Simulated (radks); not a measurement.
Task: These are the eigenvalues of the occupied orbitals of an atom or ion with whole-number occupations (hartree). Calculated with a radial shooting solver on a logarithmic mesh with Libxc functionals: scalar-relativistic Kohn-Sham, exchange-only LDA, spin-polarised, spherical densities, point nucleus.

1s up: -1197.874
1s down: -1197.779
2s up: -250.3647
2s down: -250.2693
2p up: -234.0626
2p down: -233.9526
3s up: -99.65541
3s down: -99.29598
3p up: -94.57489

Which element is it, and in what charge state? The configuration may be excited. Open shells, if any, are filled with parallel spins first.

Result: Z = 51, antimony, charge +38: Sb38+ in [Ne] 3s2 3p1. The list shows which subshells hold electrons but not how many an open one holds; the 1s level, -1197.9 hartree, gives Z - s = 48.9 by -(Z - s)^2/2, which with screening and relativity narrows Z to a few neighbours, and the depths of the outer levels then fix element, charge and occupations together.
